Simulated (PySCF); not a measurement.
**Interval between two levels of Au by level of theory**

Au [Xe] 4f14 5d10 6s1 [2S1/2, M_J = 1/2] → Au [Xe] 4f14 5d9 6s1 7s1 [4D7/2, M_J = 7/2], as a difference of total energies. All numbers are calculated (PySCF 2.14, the two-component X2C-1e Hamiltonian, in x2c-TZVPall-2c with one added diffuse shell each of s, p, d type (12s12p11d2f, 117 functions)). Correlated levels: [Kr] 4d10 4f14 frozen; the 34 highest virtual spinors dropped. "Screened" scales the spin-orbit matrix elements by Boettger's factors to mimic the two-electron term; Breit and QED terms are absent.

```
                    method  interval between two levels (cm⁻¹)
 GHF (screened spin-orbit)                               54987
GMP2 (screened spin-orbit)                               66271
```

The labels give the starting determinants; with spin-orbit coupling the two ends relaxed to ⟨J²⟩ = 0.75, ⟨L²⟩ = 0.18, ⟨S²⟩ = 0.94 and ⟨J²⟩ = 15.76, ⟨L²⟩ = 6.18, ⟨S²⟩ = 3.93.

The promoted electron is Rydberg-like, and one or two diffuse shells describe it only roughly, which tends to raise the upper state.
